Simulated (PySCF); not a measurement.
How methods differ on the excitation energy of Mg

Mg [Ne] 3s2 (1S) → Mg [Ne] 3d2 (3F), as a difference of total energies. All numbers are calculated (PySCF 2.14, scalar relativity by spin-free X2C-1e, in dyall-av3z (20s13p6d4f, 117 functions)). Correlated levels: valence: [Ne] frozen; virtual orbitals above 40 to 60 times the deepest correlated orbital energy dropped. The calculations carry no spin-orbit coupling.

| method | excitation energy (cm⁻¹) |
| --- | --- |
| UHF | 115800 |
| LDA | 117570 |
| PBE | 113300 |
| PBE0 | 115080 |
| r2SCAN | 113620 |
| M06-2X | 120940 |
| BHandHLYP | 120100 |
| LC-wPBE | 120900 |
| MP2 (valence) | 119820 |
| SCS-MP2 (valence) | 121720 |

The upper state lies above the first ionisation limit, where it may autoionise and the basis confines it.

The promoted electron is Rydberg-like, and one or two diffuse shells describe it only roughly, which tends to raise the upper state.
